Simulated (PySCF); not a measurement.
Polarisability and C₆ of Sn²⁺ (tin, charge +2)

[Kr] 4d10 5s2, closed-shell 1S. Computed with PySCF 2.14 in aug-cc-pVQZ-PP with one added diffuse shell each of s, p, d, f, g type with ECP28MDF (8s8p6d4f3g, 117 functions), with scalar relativity through the core potential. Coupled (time-dependent) response in atomic units; α is the mean over directions.

```tsv
method	mean α (bohr³)	C₆ (like pair)	S(−4)
CAM-B3LYP	15.04	80.95	91.06
```

S(−4) is the Cauchy moment in α(ω) = α(0) + S(−4) ω² + …

α(iu) at CAM-B3LYP:

```
u (hartree)  α(iu) (bohr³)
          0          15.04
     0.0500          14.82
      0.100          14.19
      0.200          12.21
      0.300          10.04
      0.500          6.766
      0.750          4.541
       1.00          3.349
       1.50          2.136
       2.00          1.515
       3.00         0.8810
       5.00         0.3954
```

For an ion, C₆ is the dispersion term alone; charge-induced terms of lower order in 1/R come first.

Energies and moments cover only the electrons outside the core potential.
